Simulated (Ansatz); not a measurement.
The cluster Rb2F2. Charge 0, multiplicity 3. Geometry PBE0-D4/def2-TZVP; atoms count from 1.

```xyz
4

Rb   -1.7288    1.0008    0.6911
Rb    1.6573   -0.9561   -0.8986
F     0.8890    1.4377    0.1239
F    -0.8175   -1.4824    0.0836
```

In the def2 sets Rb takes a core potential; there is no spin–orbit coupling. At PBE0-D4/def2-TZVP a singlet of charge 0 lies 5.39 eV below the triplet, each at its own geometry. The structure comes from a short search, and lower isomers may exist.

Question: Estimate the Mulliken populations from the PBE0/def2-TZVP orbitals of Ansatz.

Answer: 
```csv
atom,charge (e),spin (α − β)
Rb1,0.40,0.49
Rb2,0.40,0.49
F3,-0.40,0.51
F4,-0.40,0.51
```
Mulliken values and Mayer orders depend strongly on the basis.

Question: Where does the spin sit?

Answer: Summed by element: Rb 0.98, F 1.02, of 2 unpaired in all. Largest on single atoms: F3 0.51, F4 0.51, Rb1 0.49.

Question: And the Mayer bond orders between bonded heavy atoms (over 0.3)?

Answer: Rb1–Rb2 0.51 (4.22 Å). Values over 0.3 also appear between atoms too far apart for a bond (F3–F4 0.46 at 3.38 Å); they arise where an orbital or an unpaired electron spreads over both atoms.
